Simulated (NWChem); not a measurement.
ZrN$_{2}$H$_{4}$F$_{2}$; SMILES [F][Zr]([NH2])([NH2])[F]

```xyz
9

Zr    -0.0165    -0.0334    -0.0337
F      0.9691    -1.6114    -0.5052
F     -1.8718    -0.1960    -0.4977
N      0.1192     0.2282     1.9720
H     -0.2140    -0.4455     2.6601
H      0.5126     1.0222     2.4709
N      0.7993     1.6114    -0.8838
H      1.7663     1.7070    -1.1902
H      0.2902     2.4419    -1.1827
```
Atoms are numbered in this order, from 1.

Results from NWChem. The geometry was optimised at PBE0/def2-SVP. Not confirmed as a minimum by frequencies. def2 effective core potentials on Zr; no spin-orbit coupling. Hybrids' shares of exact exchange are those that their runs print; pure functionals count as 0. The functionals differ in more than this share.

```csv
row,share of exact exchange,highest occupied level (eV)
PBE/def2-SVP,0.00,-5.88
PW91/def2-SVP,0.00,-5.95
B3LYP/def2-SVP,0.20,-7.09
PW6B95/def2-SVP,0.28,-7.49
Hartree-Fock/def2-SVP,1.00,withheld
```

### Question
Fit a straight line of the last column on the one before it, predict the withheld value, and compare with the run.

### Answer

1. Means of the 4 shown rows: x = 0.120, y = -6.603. Slope Σ(x − x̄)(y − ȳ)/Σ(x − x̄)² = -0.3460/0.06080 = -5.691; intercept -5.920.
2. The shown rows scatter about the line by 0.032 (root mean square); the largest residual is +0.04, at PBE/def2-SVP.
3. At x = 1.00 (Hartree-Fock/def2-SVP; beyond the shown range) the line gives -11.61.
4. The run gives -11.01, +0.60 from the line, 18.8 times the scatter.
